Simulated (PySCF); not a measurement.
# Basis and Hamiltonian dependence of the ionisation energy of Ne⁺

Ne⁺ [He] 2s2 2p5 (2P) → Ne²⁺ [He] 2s2 2p4 (3P). Calculated with PySCF 2.14 from differences of total energies of unrestricted determinants, without spin-orbit coupling. Values in eV.

```csv
basis,Hamiltonian,functions,UHF,PBE,PBE0,MP2 (valence),CCSD(T) (valence),CCSD(T) (valence and next inner shell)
x2c-SVPall,spin-free X2C,14,39.526,n/a,n/a,40.640,40.593,n/a
cc-pVDZ-DK,spin-free X2C,14,39.395,n/a,n/a,40.487,40.439,n/a
jorge-DZP-DKH,spin-free X2C,15,39.436,n/a,n/a,40.385,40.365,n/a
Sapporo-DZP-2012,spin-free X2C,18,39.368,n/a,n/a,40.560,40.491,n/a
aug-cc-pVDZ-DK,spin-free X2C,23,39.300,41.200,41.058,40.513,40.480,n/a
aug-cc-pwCVDZ,non-relativistic,27,39.302,41.201,41.058,40.545,40.502,40.517
def2-TZVPPD,non-relativistic,40,39.287,41.139,41.008,40.736,40.696,40.706
"x2c-TZVPPall with one added diffuse shell each of s, p, d type",spin-free X2C,40,39.269,41.122,40.991,40.722,40.683,40.693
dyall-av2z,non-relativistic,42,39.272,41.150,41.012,40.573,40.519,n/a
aug-cc-pVTZ,non-relativistic,46,39.266,41.147,41.008,40.763,40.726,n/a
def2-QZVPPD,non-relativistic,66,39.277,41.140,41.007,40.869,40.835,40.850
"x2c-QZVPPall with one added diffuse shell each of s, p, d, f type",spin-free X2C,73,39.259,41.124,40.990,40.860,40.826,40.841
"aug-cc-pVQZ with one added diffuse shell each of s, p, d, f, g type",non-relativistic,105,39.268,41.143,41.006,40.890,n/a,n/a
aug-cc-pV5Z,non-relativistic,127,39.271,41.145,41.008,40.950,n/a,n/a
```

Frozen in the all-electron rows: valence: 1s2; valence and next inner shell: nothing.

Between the lowest levels the reference is 40.963 eV (measured; NIST Atomic Spectra Database, ionization energies); it includes spin-orbit coupling, which these numbers lack.
